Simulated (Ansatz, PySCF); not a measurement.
BrF2HOSn, SMILES [OH][Sn]([F])([F])[Br].

The structure is a stationary point at B3LYP-D3(BJ)/def2-SVP. The def2 effective core potentials stand for the cores of Sn; spin–orbit coupling is left out. The values are those of a single conformer.

Vertical ionisation energy (IE) and electron affinity (EA) in eV. Rows of orbital energies are one-electron estimates. Where ΔSCF, EOM or ADC give a negative EA the extra electron is unbound and the value depends on the basis.

```csv
level,IE,EA
"−ε(HOMO), −ε(LUMO), B3LYP/def2-TZVP (PySCF)",9.29,3.68
"−ε(HOMO), −ε(LUMO), PBE/def2-TZVP (PySCF)",8.14,4.24
"ΔSCF, CAM-B3LYP/def2-SVPD (Ansatz), final states of multiplicity 2 and 2",12.15,1.72
"ΔSCF, PBE/def2-SVPD (Ansatz), final states of multiplicity 2 and 2",11.33,1.70
```

**Question.** What vertical singlet–triplet gap does ΔSCF give with CAM-B3LYP/def2-SVPD (Ansatz, a quantum-chemistry and plane-wave program) and with PBE/def2-SVPD (Ansatz)? (Estimate from the structure and the level; the computed values follow.)

**Answer.** 4.68 and 4.03 eV (triplet above singlet where positive).
